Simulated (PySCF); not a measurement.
PySCF 2.14 output of an unrestricted B97-3 calculation on a single atom or ion in aug-cc-pVTZ-PP with one added diffuse shell each of d, f type with ECP28MDF (6s5p5d3f, 67 functions), with a scalar-relativistic core potential:

```
SCF conv_tol = 1e-09
number electrons alpha = 14  beta = 12
    T. W. Keal and D. J. Tozer.,  J. Chem. Phys. 123, 121103 (2005)
cycle= 1 E= -328.584646194617  delta_E= -0.00367  |g|= 0.0228  |ddm|= 0.279
cycle= 2 E= -328.584876394049  delta_E= -0.00023  |g|= 0.0176  |ddm|= 0.112
cycle= 3 E= -328.584991496535  delta_E= -0.000115  |g|= 0.000957  |ddm|= 0.0322
cycle= 4 E= -328.584992322357  delta_E= -8.26e-07  |g|= 0.000196  |ddm|= 0.00409
cycle= 5 E= -328.584992353373  delta_E= -3.1e-08  |g|= 1.11e-05  |ddm|= 0.000812
cycle= 6 E= -328.584992353486  delta_E= -1.13e-10  |g|= 1.79e-06  |ddm|= 4.74e-05
converged SCF energy = -328.584992353486  <S^2> = 2.00312  2S+1 = 3.0020793
```

The run itself started from symmetry-adapted Hartree-Fock orbitals and held the occupation by maximum overlap, on a logarithmic radial grid, so the iterations belong to that start.

Question: Which element, charge and spin multiplicity is this?

Answer: Xe (xenon, neutral), multiplicity 3; the state was [Kr] 4d10 5s1 5p6 5d1, high-spin 3D determinant (an excited configuration).

Energies and moments cover only the electrons outside the core potential. The outer electron is Rydberg-like, and this basis confines it to a smaller radius and binds it less than a complete one would.
